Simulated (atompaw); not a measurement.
# What one change does to a pseudopotential (gold, PAW (atompaw))

atompaw 4.2.0.5 input, output lines left out:

```
Au 79
LDA-PW scalarrelativistic loggrid 2001 logderivrange -10 5 376
6 6 5 4 0 0
6 0 0
6 1 1
0 0 0
c
c
c
c
v
v
c
c
c
v
v
c
c
v
c
2
2.40 2.05 2.25 2.00
n
n
y
1
n
custom rrkj vanderbiltortho besselshape
bessel
1.45
2.40
1.70
1.45
2.40
2.40
```

Change: local potential bessel scheme, radius 2.00 bohr.

Cutoffs: the cutoffs (Ry, on a coarse ladder) from which the occupation-weighted sum of valence levels, in a spherical-Bessel basis at the reference potential, stays within 10 and 1 mRy of its value at 400 Ry; they do not see the model core or the augmentation charge, which bear on the density cutoff.

What does the change do?

The potential gets neither clearly harder nor softer (40 Ry and 60 Ry → 40 Ry and 55 Ry); the range in which the d phases agree narrows (upper end at the end of the scan → 3.2); neither file shows a bound ghost.

| quantity | base | changed |
| --- | --- | --- |
| cutoff, loose | 40 Ry | 40 Ry |
| cutoff, tight | 60 Ry | 55 Ry |
| bound ghosts | none | none |
| s: phases at 2.41 bohr within 0.05 rad from the reference energy up to (Ry; the scan ends near 5) | 3.3 | 3.0 |
| p: phases at 2.41 bohr within 0.05 rad from the reference energy up to (Ry; the scan ends near 5) | to the end of the scan | to the end of the scan |
| d: phases at 2.41 bohr within 0.05 rad from the reference energy up to (Ry; the scan ends near 5) | to the end of the scan | 3.2 |
| lowest overlap eigenvalue by channel | s 0.36, p 0.32, d 0.12 | s 0.35, p 0.23, d 0.13 |

 The cutoffs see the waves, projectors and local potential, not the compensation charge or the core.
